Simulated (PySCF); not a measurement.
## Quadrupolar nuclei of `CSc1c[nH+]ccc1C` in NMR

Species: C7H10NS (charge +1).
Z-matrix (Å and degrees, GFN2-xTB geometry), rows numbered from 1:
```
C 
S   1  1.8100
C   2  1.7372  1  104.57
C   3  1.3882  2  124.30  1    -1.31
N   4  1.3398  3  120.60  2   179.77
C   5  1.3348  4  122.70  3    -0.24
C   6  1.3825  5  119.44  4     0.33
C   7  1.3878  6  120.74  5    -0.05
C   8  1.4766  3  119.60  2     0.40
H   1  1.0867  2  105.01  3  -178.83
H   1  1.0858  2  110.33  3   -61.13
H   1  1.0857  2  110.50  3    63.47
H   4  1.0778  3  122.52  2    -0.32
H   5  1.0165  4  118.35  3   179.79
H   6  1.0780  5  118.08  4  -179.84
H   7  1.0782  6  119.33  5   179.97
H   9  1.0908  8  110.00  3    57.76
H   9  1.0909  8  109.94  3   -58.80
H   9  1.0852  8  111.85  3   179.53
```

Computed at PBE0/pcSseg-1 (PySCF, non-relativistic):

```
atom               environment  nucleus  spin I    Q (b)  CQ = χzz (MHz)      η
  S2            sulfide sulfur      33S     3/2  -0.0678          40.299  0.888
  N5  pyridinium-type nitrogen      14N       1  0.02044          -1.303  0.173
```

Q: PQ = |CQ|√(1 + η²/3), νQ = 3|CQ|/[2I(2I − 1)], ν0 = |g|·7.62259 MHz/T·B with g(33S) = 0.42921, g(14N) = 0.40376: values at 14.1 T?

A: 
```tsv
atom	PQ (MHz)	νQ (MHz)	ν0 (MHz)	νQ/ν0
S2	45.29	20.15	46.13	0.437
N5	1.310	1.955	43.40	0.045
```

For S2: PQ = 40.30 × 1.1237, νQ = 40.30 × 0.5000, ν0 = 3.2717 MHz/T × 14.1 T.

For S2 νQ isn't small against ν0, so the high-field expansions of solid-state NMR fail there at this field.

Q: Quadrupolar 1/T1 and linewidth for τc = 15 ps (extreme narrowing, isotropic tumbling)?

A: Rate = (3π²/10) PQ² τc (2I + 3)/[I²(2I − 1)], the same for T1 and T2; width = rate/π.

| site | spin factor (2I + 3)/[I²(2I − 1)] | 1/T1 (s⁻¹) | T1 (ms) | linewidth (Hz) |
| --- | --- | --- | --- | --- |
| 33S at S2 | 1.333 | 121000 | 0.00823 | 38700 |
| 14N at N5 | 5.000 | 381 | 2.62 | 121 |

Solvent, lattice and vibrations would change these gradients. The structure is a single GFN2-xTB conformer in the gas phase; no vibrational or solvent corrections. GFN2-xTB bond lengths can be off by several hundredths of an ångström, more for odd bonds, and the gradients follow them. The basis is small and wasn't made for field gradients, so the couplings can be 20 % off.

The run behind these numbers computed NMR shieldings as well. Time: 39 s; peak memory 0.99 GiB. Hardware: an Arm Neoverse V2 with one thread, on a shared host.
